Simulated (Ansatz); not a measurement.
Species: C10H9BS, SMILES `Bc1c(C=C)ccc2ccsc12` (charge 0, multiplicity 1), formula C10H9BS.

Q: How many basis functions does frozen-core CCSD(T)/cc-pVDZ // B3LYP-D3(BJ)/def2-SVP (Ansatz, a quantum-chemistry and plane-wave program) use, how many core orbitals are frozen, and how many electrons are correlated?

A: 217 basis functions and 16 frozen orbitals, which leaves 58 correlated electrons. Core time is of the order of minutes.
